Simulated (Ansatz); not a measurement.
# Which is lower?

The two ends of one reaction step of AlNH$_{6}$OF$_{2}$, closed shell (PBE0-D4/def2-TZVP).

A:

```xyz
11
angstrom
Al -0.7870 0.6027 -1.0390
H 0.7549 0.8857 -1.3477
F -1.4613 -0.6573 -1.8951
F -1.7392 1.9510 -0.8273
H 0.1190 -0.5085 1.0401
N -0.8233 -0.1789 0.7983
H 1.8773 0.0098 -0.1767
O 1.9871 -0.4877 0.6489
H -1.4648 -0.9652 0.8289
H -1.1215 0.4997 1.4915
H 2.6588 -1.1512 0.4780
```

B:

```tsv
atom	x (Å)	y (Å)	z (Å)
Al1	-0.9603	0.4179	-0.7767
H2	0.8548	1.1399	-1.3020
F3	-1.0152	-0.7204	-1.9628
F4	-1.3838	1.9745	-1.1060
H5	0.9384	-0.5642	1.0143
N6	-0.9792	-0.1776	0.9074
H7	1.1416	0.6034	-0.8307
O8	1.8596	-0.5529	0.6870
H9	-1.3612	-1.0935	1.0954
H10	-1.2267	0.4425	1.6647
H11	2.1321	-1.4695	0.6092
```

Computed with Ansatz 0.2.0 (basis: def2-TZVPP); correlated methods freeze the cores. B3LYP uses VWN-RPA correlation.

(1) Which structure is lower at CCSD(T), and by how much? (To be estimated.)

T1 diagnostic: at most 0.012.

Results:

(1) Computed: A, by 20.06 kcal/mol (electronic energy, against the other). By their contacts, A is a complex of AlNH₄F₂ ([NH3][AlH]([F])[F]) + H₂O and B is a complex of AlNH₂F₂ ([NH2][Al]([F])[F]) + H₂O + H₂.

All methods give the same order:

```
      method  E(B) − E(A) (kcal/mol)
       SPW92                   19.61
      PBE-D4                   18.60
     BLYP-D4                   17.79
   r2SCAN-D4                   18.88
      B97M-V                   23.23
     PBE0-D4                   20.60
    B3LYP-D4                   19.56
  r2SCAN0-D4                   20.38
    BHLYP-D4                   21.78
CAM-B3LYP-D4                   20.61
     wB97X-V                   20.76
     wB97M-V                   19.93
      B2PLYP                   19.50
    PBE-QIDH                   20.84
  RPA on PBE                   20.42
          HF                   24.63
         MP2                   18.62
        CCSD                   20.88
     CCSD(T)                   20.06
```

Labels in which every atom is bracketed show which atoms are joined, not bond orders.

For scale, one of the runs: CCSD(T)/def2-TZVPP, 250 basis functions, launched by `ansatz run in.yaml --threads 8 --pin off --events-out ev --progress --plain --max-ram 19148MiB`. Hardware: 8 CPU threads of an Intel Xeon 6975P-C, shared host. Wall time 33 s; peak host memory 6.1 GiB.
